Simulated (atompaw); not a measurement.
# Pseudopotential generation for thallium: PAW (atompaw), LDA (PW92), scalar-relativistic.

atompaw 4.2.0.5 input, output lines left out:

```
Tl 81
LDA-PW scalarrelativistic loggrid 2001 logderivrange -8 5 326
6 6 5 4 0 0
6 1 1
0 0 0
c
c
c
c
c
v
c
c
c
v
v
c
c
v
c
2
1.90 1.40 1.55 1.85
y
0.2
n
n
y
1.95
n
custom rrkj gramschmidtortho besselshape
bessel
1.75
1.75
1.40
1.90
1.90
1.90
```

Poles of the logarithmic derivatives, all-electron (AE) and pseudo (PS). s: poles at no energy (AE) and -6.5 (PS) Ry. p: poles at -5.3 (AE) and -5.3 (PS) Ry. d: poles at -0.0 (AE) and -0.0 (PS) Ry. Test radius 1.91 bohr.

- Cutoffs needed: 45 Ry and 80 Ry (the cutoffs (Ry, on a coarse ladder) from which the occupation-weighted sum of valence levels, in a spherical-Bessel basis at the reference potential, stays within 10 and 1 mRy of its value at 400 Ry)
- Ghost test: ghost state, extra bound levels that the all-electron valence spectrum of the same l lacks: s at -88.6 eV; a true bound ghost makes a file unfit for plane-wave use (spherical-Bessel basis up to 400 Ry, 20 bohr box)
- Lowest eigenvalue of the overlap operator: 0.16 (d channel)
- Overlap eigenvalues printed by atompaw (projector basis): 0.175, 0.455, 2.46, 2.59, 15.8, 295
- Share of each valence orbital outside the PAW sphere: 6s 73 %, 5p 2 %, 6p 93 %, 5d 16 %
